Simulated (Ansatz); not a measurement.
CH4F2GeO (`C[O][GeH]([F])[F]`), relaxed with RKS PBE-D4/def2-SVP in Ansatz 0.2.0 from a rough embedded geometry. The force threshold is 0.03 eV/Å; the program also tests the step.

Total charge 0; spin multiplicity 1.

Start:

```xyz
9

C    -0.305    1.133   -0.741
O     0.431   -0.052   -0.912
Ge    0.307   -1.068    0.589
F     1.203   -0.370    1.826
F     1.015   -2.650    0.224
H    -1.367    0.888   -0.501
H    -0.217    1.753   -1.596
H     0.151    1.662    0.157
H    -1.218   -1.296    0.953
```

Q: By how much does the energy fall, and how many steps does the optimiser take? (An estimate is asked.)

A: The calculation gave: 0.42 eV, in 30 steps, 2 of them rejected.

Q: Which bonds change most? (An estimate is asked.)

A: Computed: Ge3–F4 from 1.679 to 1.748 Å; O2–Ge3 from 1.817 to 1.764 Å; C1–H7 from 1.060 to 1.113 Å; Ge3–H9 from 1.584 to 1.532 Å.

Q: Give the relaxed structure. (Estimate.)

A: Ansatz gave: 
```xyz
9

C    -0.269    1.192   -0.697
O    -0.889    0.016   -0.178
Ge    0.068   -1.203    0.665
F     0.929   -0.444    1.984
F     1.345   -1.769   -0.385
H    -1.072    1.836   -1.112
H     0.450    0.955   -1.513
H     0.268    1.765    0.092
H    -0.830   -2.348    1.144
```
